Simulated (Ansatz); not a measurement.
Species: AgF (charge 0, singlet). 
Structure (B3LYP-D3(BJ)/def2-TZVP (Ansatz, a first-principles code) minimum search):
```
Ag
F 1 1.9969
```

Wanted: atomisation energy (electronic, to ground-state atoms), in eV. Valence correlation only, unless marked. Open shells are spin-unrestricted. Spin-orbit coupling is left out. Frozen are the shells of the preceding noble gas and the d and f shells that filled before the atom's block. Past Kr the def2 sets carry scalar-relativistic core potentials. The coupled-cluster limit lacks core correlation, which all-electron functionals hold. CBS marks a two-point X^-3 extrapolation of the correlation energy; Hartree-Fock from the larger set.

```
level                                        program  atomisation energy (eV)
------------------------------------  --------------  -----------------------
BLYP/def2-TZVPD                               Ansatz               (withheld)
revPBE/def2-TZVPD                             Ansatz                     3.35
r2SCAN-D4/def2-TZVPD                  Ansatz + dftd4                     3.42
B3LYP-D4/def2-TZVPD                   Ansatz + dftd4               (withheld)
PBE0-D3(BJ)/def2-TZVP                 Ansatz + dftd3               (withheld)
BHLYP/def2-TZVPD                              Ansatz                     2.90
r2SCAN0/def2-TZVPD                            Ansatz                     3.09
HSE06-D4/def2-TZVPD                   Ansatz + dftd4               (withheld)
SCS-MP2/def2-TZVPPD                           Ansatz                     3.53
CCSDT/def2-SVP                                Ansatz                     2.99
CCSD(T)/CBS(def2-TZVPPD,def2-QZVPPD)          Ansatz                     3.45
```

Task: Some entries are withheld; supply them.

Result: 
- BLYP/def2-TZVPD, atomisation energy (eV): 3.48
- B3LYP-D4/def2-TZVPD, atomisation energy (eV): 3.29
- PBE0-D3(BJ)/def2-TZVP, atomisation energy (eV): 3.17
- HSE06-D4/def2-TZVPD, atomisation energy (eV): 3.23
